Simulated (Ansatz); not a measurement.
Geometry optimisation, RHF/def2-SVP in Ansatz.

Input:

```yaml
crystal:
  periodic: [false, false, false]
  atoms:
    - { symbol: Ga, position_ang: [0.0, 0.0, 0.0] }
    - { symbol: H, position_ang: [1.0314, 0.0, 1.4384] }
    - { symbol: C, position_ang: [2.1439, 0.0, 0.3949] }
    - { symbol: H, position_ang: [2.4735, -1.0462, 0.2247] }
    - { symbol: H, position_ang: [2.0074, 0.508, -0.5825] }
    - { symbol: H, position_ang: [2.9135, 0.5381, 0.9867] }
    - { symbol: Cl, position_ang: [-1.9398, 0.0, -1.12] }
basis:
  gaussian: { orbitals: def2-SVP }
hamiltonian:
  xc: hf
relax:
  f_tol: 0.15
  max_steps: 25
  restrain:
    - { distance: [1, 2], at: 1.11, k: 30.0 }
    - { distance: [0, 1], at: 2.77, k: 30.0 }
    - { distance: [0, 2], at: 3.18, k: 30.0 }
```

Command:

```bash
$ ansatz run input.yaml --threads 1 --pin off --max-ram 2048MiB --backend cpu --events-out ev --progress --plain --runs-dir out
```

Problem. Where does it end, and by what steps?

Solution. It converged. The restraints hold the end off the free minimum. After 14 steps the energy has fallen by 5.793 eV (the restraints' own energy left out); Ga1 moved furthest, 1.30 Å. Parted: Ga1–C3 (2.18 → 3.19 Å). Joined: H2–C3 (1.53 → 1.10 Å).

```tsv
step	energy less start (eV)	largest force component (eV/Å)	accepted
0	0.0000	5.224	yes
1	-1.4446	4.648	yes
2	-2.0756	7.117	yes
3	-3.5881	6.222	yes
4	-4.8831	2.958	yes
5	-5.5567	0.780	yes
6	-5.6203	0.603	yes
7	-5.6551	0.742	yes
8	-5.6891	0.812	yes
9	-5.7026	0.686	yes
10	-5.7269	0.601	yes
11	-5.7523	0.561	yes
12	-5.7727	0.500	yes
13	-5.7897	0.431	yes
14	-5.7929	0.406	yes
```

```xyz
7
Properties=species:S:1:pos:R:3
Ga -0.874 -0.907 0.329
H 1.459 0.229 1.312
C 2.156 0.082 0.475
H 2.296 -0.985 0.301
H 1.769 0.562 -0.422
H 3.115 0.528 0.738
Cl -1.291 0.490 -1.392
```

Time of the run: 28 s on 1 thread of AMD EPYC 7R43 64-Core Processor (Zen 3), with other jobs on the host, peak memory 0.18 GiB.
